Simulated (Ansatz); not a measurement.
AlH6NSeSi, SMILES `[SiH3][NH][AlH][SeH]`, relaxed with RKS PBE-D4/def2-SVP in Ansatz 0.2.0 from a rough embedded geometry. The force threshold is 0.03 eV/Å; the program also tests the step.

The species carries charge 0 and has multiplicity 1.

Start:

```xyz
10

Si   -0.962    1.030   -1.035
N    -0.622   -0.602   -0.415
Al    0.754   -0.392    0.870
Se    2.838   -1.494    0.711
H    -2.044    0.896   -2.089
H     0.210    1.566   -1.772
H    -1.411    1.954   -0.013
H    -1.472   -0.869    0.100
H     0.480    0.639    2.133
H     2.230   -2.727    1.511
```

```
step  energy (eV)  largest force (eV/Å)  largest move (Å)
   1  -81379.9920                 1.829             0.000
   2  -81380.2620                 0.683             0.136
   3  -81380.3212                 0.426             0.108
   4  -81380.3790                 0.488             0.192
   5  -81380.4310                 0.453             0.198
   6  -81380.5070                 0.416             0.191
   7  -81380.5829                 0.271             0.195
   8  -81380.6662                 0.492             0.194
   9  -81380.7521                 0.428             0.195
  10  -81380.8341                 0.675             0.195
  11  -81380.9311                 0.440             0.200
  12  -81381.0041                 0.265             0.195
  13  -81381.0432                 0.182             0.200
  14  -81381.0559                 0.170             0.125
  15  -81381.0607                 0.108             0.106
  16  -81381.0649                 0.030             0.070
  17  -81381.0655                 0.055             0.038
  18  -81381.0661                 0.066             0.054
  19  -81381.0664                 0.042             0.029
  20  -81381.0668                 0.023             0.031
```

End:

```xyz
10

Si   -0.893    0.934   -1.208
N    -0.877    0.161    0.369
Al    0.449   -0.746    1.185
Se    2.450   -0.994    0.012
H    -1.926    0.337   -2.134
H     0.473    0.735   -1.808
H    -1.178    2.415   -1.116
H    -1.754    0.248    0.897
H     0.230   -1.340    2.645
H     3.025   -1.750    1.156
```

Run time 16 s (4 threads of an INTEL XEON PLATINUM 8581C on a shared host); peak host memory 0.18 GiB.
